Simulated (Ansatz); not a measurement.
`COC[SiH2]C`: the same geometry under several functionals.

```yaml
crystal:
  periodic: [false, false, false]
  atoms:
    - {symbol: C, position_ang: [-0.741050, 0.180053, 2.011658]}
    - {symbol: O, position_ang: [0.324192, 0.786043, 1.334992]}
    - {symbol: C, position_ang: [1.104388, -0.134110, 0.595648]}
    - {symbol: Si, position_ang: [0.287445, -0.763796, -1.003091]}
    - {symbol: C, position_ang: [-0.362873, 0.676531, -1.999046]}
    - {symbol: H, position_ang: [-1.257530, 0.960098, 2.571709]}
    - {symbol: H, position_ang: [-1.455512, -0.293765, 1.324418]}
    - {symbol: H, position_ang: [-0.385389, -0.587154, 2.714303]}
    - {symbol: H, position_ang: [1.420624, -0.976350, 1.231484]}
    - {symbol: H, position_ang: [2.018060, 0.399271, 0.312891]}
    - {symbol: H, position_ang: [1.334730, -1.514042, -1.754311]}
    - {symbol: H, position_ang: [-0.817575, -1.721115, -0.710522]}
    - {symbol: H, position_ang: [0.449523, 1.350630, -2.280530]}
    - {symbol: H, position_ang: [-0.858501, 0.338158, -2.911357]}
    - {symbol: H, position_ang: [-1.082433, 1.248647, -1.408847]}
basis:
  gaussian: {orbitals: def2-TZVPP}
hamiltonian: {xc: {name: BLYP}, dispersion: d4}
output: {orbitals: {seedname: orbitals}}
```

```sh
$ ansatz run in.yaml --threads 4 --pin off --events-out ev --progress --plain --max-ram 10444MiB
```

It prints (some lines left out):

```
Functional definition: BLYP
1569 factors; their error is unknown
mean field evaluation 1: about -13179.7403 eV, gradient 9.1e1 eV
mean field evaluation 2: about -13141.1352 eV, gradient 1.5e2 eV
mean field evaluation 4: about -13197.9625 eV, gradient 1.5e1 eV
mean field evaluation 8: about -13198.3681 eV, gradient 3.9e-1 eV
mean field evaluation 16: about -13198.3229 eV, gradient 7.7e-4 eV
mean field -13198.32285689 eV, -485.0294188463 hartree, gradient 2.1e-5 eV, S^2 0.000000; 0 other end points of the search recorded, 0 dependent functions left out
reference -13198.32328975 eV, -485.0294347534 hartree; 25, 25 occupied and 281, 281 virtual orbitals, 1569 factors
Total energy: -13198.96685406 eV, -485.0530853058 hartree
```

Run time 3.7 s (4 threads of an Intel Xeon on a shared host); peak host memory 0.45 GiB.

Changing it to `hamiltonian: {xc: {name: B2PLYP}}` (abridged; 8.5 s):

```
Functional definition: B2PLYP
mean field evaluation 16: about -13185.0599 eV, gradient 1.1e-4 eV
mean field -13185.05993872 eV, -484.5420155935 hartree, gradient 9.9e-6 eV, S^2 0.000000
9 core orbitals not correlated: weight in the atoms' cores, before any rotation towards them, 1.000 or more for the frozen orbitals, at most 0.000 for the correlated occupied ones
second order -29.47323274 eV of doubles, -0.00000000 eV of singles
Total energy: -13193.01791153 eV, -484.8344657000 hartree
```

The same input with `hamiltonian: {xc: {name: BHLYP}, dispersion: d4}` (abridged; 6.5 s):

```
Functional definition: BHLYP
mean field -13197.75724841 eV, -485.0086331180 hartree, gradient 4.7e-5 eV, S^2 0.000000
Total energy: -13198.09841791 eV, -485.0211708659 hartree
```

The same input with `hamiltonian: {xc: {name: LC-wPBE}}` (abridged; 6.5 s):

```
Functional definition: LC-wPBE
mean field evaluation 16: about -13195.3747 eV, gradient 9.9e-5 eV
mean field -13195.37474587 eV, -484.9210777645 hartree, gradient 2.5e-5 eV, S^2 0.000000
Total energy: -13195.37474588 eV, -484.9210777648 hartree
```

The same input with `hamiltonian: {xc: {name: CAM-B3LYP}, dispersion: d4}` (abridged; 7.5 s):

```
Functional definition: CAM-B3LYP
mean field -13198.48996235 eV, -485.0355598585 hartree, gradient 6.7e-5 eV, S^2 0.000000
Total energy: -13198.74137063 eV, -485.0447989425 hartree
```

With the line `hamiltonian: {xc: {name: r2SCANh}, dispersion: d4}` (abridged; 7.5 s):

```
Functional definition: r2SCANh
mean field evaluation 16: about -13196.7669 eV, gradient 2.5e-4 eV
mean field -13196.76692943 eV, -484.9722395668 hartree, gradient 2.0e-5 eV, S^2 0.000000
Total energy: -13196.84817163 eV, -484.9752251625 hartree
```
